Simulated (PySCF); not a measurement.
3-methylbut-2-enamide, C₅H₉NO.
Structure used (PBE0-D3(BJ)/def2-SVP), in Å, numbered top down from 1:
```
atom  x, y, z in Å
C1    -1.607    1.236   -0.781
C2    -0.695    0.325   -0.021
C3    -1.256   -0.265    1.239
C4     0.550    0.078   -0.476
C5     1.530   -0.807    0.193
N6     2.718   -0.930   -0.466
O7     1.322   -1.394    1.242
H8    -2.519    0.695   -1.086
H9    -1.134    1.658   -1.678
H10   -1.945    2.067   -0.137
H11   -2.314    0.008    1.366
H12   -1.151   -1.358    1.249
H13   -0.689    0.082    2.117
H14    0.865    0.563   -1.407
H15    2.923   -0.432   -1.318
H16    3.436   -1.504   -0.045
```

Computed with PySCF at CAM-B3LYP/def2-SVPD, non-relativistic, on one gas-phase PBE0-D3(BJ)/def2-SVP geometry that isn't relaxed in the solvent. The solvent is an IEF-PCM continuum (cavity from Bondi-type radii × 1.2). Only the electrostatic response of the medium enters.

Gas phase at CAM-B3LYP/def2-SVPD: HOMO -8.56 eV, LUMO 0.34 eV, dipole 3.35 D.

Question: What does the continuum do to the energy, the frontier levels and the dipole at CAM-B3LYP/def2-SVPD in tetrahydrofuran and dimethylsulfoxide?

Answer: 
```json
{"solvent": "tetrahydrofuran", "ε": "7.426", "E(solvent) − E(gas) (kJ/mol)": "-30.96", "polarisation term (kJ/mol)": "-36.63", "distortion of the solute (kJ/mol)": "5.67", "HOMO (eV)": "-8.52", "LUMO (eV)": "0.34", "dipole (D)": "4.40"}
{"solvent": "dimethylsulfoxide", "ε": "46.83", "E(solvent) − E(gas) (kJ/mol)": "-37.91", "polarisation term (kJ/mol)": "-46.65", "distortion of the solute (kJ/mol)": "8.74", "HOMO (eV)": "-8.52", "LUMO (eV)": "0.32", "dipole (D)": "4.66"}
```

Polarisation term: ½ Σ q·V over the induced surface charges. Distortion: the rise of the solute's own energy as its density leaves the gas-phase optimum. From tetrahydrofuran to dimethylsulfoxide the lowering changes by a factor 1.22, Onsager's factor (ε − 1)/(2ε + 1) by 1.19 and ε itself by 6.3.

Question: Which radius a makes the point-dipole formula ΔE = −[(ε − 1)/(2ε + 1)]·μ²/a³ give the value in dimethylsulfoxide, with the gas-phase dipole?

Answer: μ = 1.318 au and |ΔE| = 0.01444 Eh give a = 2.05 Å; the farthest nucleus lies 3.75 Å from the centroid of the nuclei, so such a sphere wouldn't even hold the nuclei. The formula assumes a rigid point dipole at the centre of a sphere.

Question: Give the dipole vector in the frame of the coordinates (D, pointing from negative to positive charge), gas and dimethylsulfoxide.

Answer: Gas (0.25, 1.80, -2.81), solvent (0.34, 2.51, -3.92). Its length changes by +39 % and its direction by less than 1°.

Question: How does the static polarisability (CAM-B3LYP/def2-SVPD, frozen core, with the continuum's full static response) change?

Answer: 
```csv
medium,isotropic (au),principal values (au),⟨r²⟩ of the electrons (bohr²)
gas,76.1,"51.8, 75.1, 101.3",918.0
tetrahydrofuran,97.5,"66.9, 96.2, 129.5",916.6
dimethylsulfoxide,103.3,"72.2, 101.6, 136.1",916.3
```

The isotropic value in dimethylsulfoxide is 1.36 times the gas-phase one; no cavity-field correction is applied. ⟨r²⟩ is taken about the centre of nuclear charge.
